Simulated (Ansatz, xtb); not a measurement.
## A ladder of methods for RbI (SMILES [Rb][I])

RbI has 2 atoms, charge 0, and is taken as a singlet. SMILES: `[Rb][I]`. Geometry: the measured bond length. The run starts from this shape.

```xyz
2

Rb    0.0000    0.0000    0.0000
I     0.0000    0.0000    3.1769
```

Quantity: the adiabatic ionisation energy (to the doublet cation, no zero-point term), in eV. The values are calculated.

```json
{"level": "GFN2-xTB", "kind": "semi-empirical", "program": "xtb", "value (eV)": "13.19", "CPU time (all runs)": "under 2 s"}
{"level": "SVWN5/def2-TZVP (core potential)", "kind": "LDA", "program": "Ansatz", "value (eV)": "7.75", "CPU time (all runs)": "25 s"}
{"level": "PBE-D3(BJ)/def2-TZVP (core potential)", "kind": "GGA", "program": "Ansatz", "value (eV)": "7.37", "CPU time (all runs)": "53 s"}
{"level": "r2SCAN/def2-TZVP (core potential)", "kind": "meta-GGA", "program": "Ansatz", "value (eV)": "7.35", "CPU time (all runs)": "2 min"}
{"level": "B3LYP-D4/def2-TZVP (core potential)", "kind": "global hybrid", "program": "Ansatz", "value (eV)": "7.37", "CPU time (all runs)": "99 s"}
{"level": "wB97X-V/def2-TZVP (core potential)", "kind": "range-separated hybrid", "program": "Ansatz", "value (eV)": "7.33", "CPU time (all runs)": "4.4 min"}
```

Spin-orbit coupling, which can split open shells on such heavy atoms by tenths of an eV, is left out. The values span 7.33 to 13.19 eV. The xTB values lack the empirical shift that such differences need. CPU times are rough (shared hosts, several kinds of processor): they show what a rung costs within a factor of a few.
